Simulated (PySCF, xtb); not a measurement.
C₃H₇BO₂, SMILES C[C@@H]1COB1O. Other conformers were not sampled.

Harmonic wavenumbers (cm⁻¹) from GFN2-xTB run with xtb at its own minimum, in rising order: 143, 165, 205, 316, 392, 506, 569, 610, 770, 902, 912, 929, 1000, 1034, 1113, 1123, 1132, 1163, 1188, 1256, 1307, 1390, 1409, 1470, 1501, 1504, 2948, 2964, 2966, 3011, 3026, 3034, 3642.

Task: What does B3LYP-D3(BJ)/def2-SVP in PySCF give at its own minimum? (An estimate is asked for; the answer gives what the named calculation found.)

Result: 134, 172, 224, 330, 413, 479, 618, 635, 768, 867, 913, 949, 996, 1004, 1106, 1148, 1170, 1191, 1216, 1307, 1385, 1403, 1464, 1478, 1482, 1545, 3016, 3037, 3055, 3089, 3097, 3102, 3880. Paired by order, the mean absolute difference is 41 cm⁻¹ and the zero-point energies are 65.2 and 66.7 kcal/mol.
